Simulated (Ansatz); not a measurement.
Cl₂GeH₄Sn, SMILES `[Cl][SnH]([Cl])[GeH3]`. Charge 0, multiplicity 1. Sn: def2 effective core potential. All single points use the PBE0-D4/def2-TZVP geometry.

```xyz
8

Cl    0.039   -2.448    1.500
Sn   -0.380   -1.077   -0.338
Cl   -2.699   -0.861   -0.444
Ge    0.609    1.268    0.174
H     0.067   -1.984   -1.708
H     2.129    1.139    0.326
H     0.265    2.208   -0.988
H    -0.030    1.755    1.477
```

(1) What is the dipole moment at r2SCAN/def2-TZVPP? (Estimate.)

(2) And with PBE, B3LYP, ωB97M-V? (Estimate.)

(3) Give the Mulliken charges with r2SCAN, PBE, B3LYP in def2-TZVPP. (Best estimate.)

Answers

(1) Ansatz gave: 3.41 D, with components (2.24, 2.17, -1.39) D in this frame, pointing from negative to positive charge.

(2) Computed: PBE 3.28 D, B3LYP 3.42 D, ωB97M-V 3.48 D.

(3) The calculation gave: 
```tsv
atom	r2SCAN	PBE	B3LYP
Cl1	-0.37	-0.34	-0.37
Sn2	0.76	0.72	0.79
Cl3	-0.37	-0.35	-0.37
Ge4	0.04	0.00	0.00
H5	-0.10	-0.09	-0.10
H6	0.01	0.02	0.02
H7	0.01	0.02	0.02
H8	0.02	0.02	0.03
```

B3LYP here is the variant with VWN-RPA as its local correlation; programs differ in this.
